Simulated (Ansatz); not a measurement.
CH₆F₂O₂Si₂, SMILES `C[SiH](O)[Si](O)(F)F`. The species carries charge 0 and has multiplicity 1.

| atom | x (Å) | y (Å) | z (Å) |
| --- | --- | --- | --- |
| C1 | -0.586 | 0.016 | 2.040 |
| Si2 | -0.253 | 0.751 | 0.369 |
| O3 | -1.711 | 1.051 | -0.350 |
| Si4 | 0.945 | -0.710 | -1.018 |
| O5 | 0.637 | -0.271 | -2.556 |
| F6 | 0.541 | -2.240 | -0.813 |
| F7 | 2.518 | -0.691 | -0.753 |
| H8 | -1.124 | -0.929 | 1.949 |
| H9 | 0.351 | -0.169 | 2.570 |
| H10 | -1.189 | 0.702 | 2.640 |
| H11 | 0.555 | 1.999 | 0.497 |
| H12 | -1.703 | 1.252 | -1.287 |
| H13 | 1.020 | -0.760 | -3.288 |

(1) Give the diagnostics of a CCSD(T)/def2-TZVPP run (frozen core, the Gaussian-basis code of Ansatz). (Estimate.)

Results:

(1) The calculation gave: T1 = 0.0119, largest single amplitude 0.014, largest double 0.017, (T) share of the correlation energy 3.2 %, 9 CCSD cycles. The RHF solution is stable towards an unrestricted one. T1 lies under the customary mark of 0.02 for closed shells.
